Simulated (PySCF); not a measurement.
This script is equivalent to a calculation on Al²⁺ (aluminium, charge +2).

```python
from pyscf import gto, scf, dft, mp, cc
import basis_set_exchange as bse
mol = gto.M(atom="Al 0 0 0", charge=2, spin=1, symmetry="D2h",
            basis=gto.basis.parse(bse.get_basis("x2c-TZVPall", elements=["Al"], fmt="nwchem", header=False)),
            nucmod="G")
mf = dft.UKS(mol, xc="PBE0").sfx2c1e()
mf.irrep_nelec = {'Ag': (3, 2), 'B1u': (1, 1), 'B2u': (1, 1), 'B3u': (1, 1)}
mf.kernel()
```

What total energy does it give?

-241.778 hartree (calculated).

Which occupied shell lies highest, and where?

3s α, at -25.508 eV.

What is ⟨S²⟩, and what would a pure spin state give?

0.750, against 0.75.
